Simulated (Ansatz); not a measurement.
Consider the redistribution: `N[SiH](Cl)[InH2]` + `BBCCCl` → `BB[CH2][InH2]` + `N[SiH](Cl)CCl`.

Gas-phase electronic energies from Ansatz, PBE0-D4/def2-TZVP geometries. CBS: MP2 limit from def2 TZ/QZ plus the TZ coupled-cluster correction, frozen cores. Functionals use def2-TZVPP. Elements past krypton have def2 core potentials. For In outer-core shells are correlated without core-valence functions, which leaves a few kJ/mol of doubt a bond. Each species was taken in one conformer, which may not be the lowest.

(1) Is it downhill or uphill in electronic energy at CCSD(T)/CBS, and by how much? (Best estimate.)

(2) What do these levels give: r2SCAN-D4, ωB97X-V, PBE0, HF/def2-TZVPP, SCS-MP2/def2-QZVPP, MP2/CBS(def2)? (Best estimate.)

Largest T1 diagnostic among the species: 0.014.

Answers

(1) The calculation gave: Downhill: ΔE = -47.7 kJ/mol.

(2) The calculation gave: r2SCAN-D4 -39.6, ωB97X-V -28.0, PBE0 -26.6, HF/def2-TZVPP 0.6, SCS-MP2/def2-QZVPP -44.5, MP2/CBS(def2) -56.7 kJ/mol.

The D4 term adds −8.6 kJ/mol with B3LYP and −4.3 kJ/mol with PBE0; it sums over pairs of atoms, weighted by their polarisabilities, and B3LYP, whose exchange is more repulsive, gets the larger term. In def2-TZVPP, CCSD(T) changes the Hartree–Fock value by −44.7 kJ/mol (the triples alone add −8.0 kJ/mol) and MP2 by −53.7 kJ/mol.

B3LYP here is the variant with VWN-RPA as its local correlation; programs differ in this.
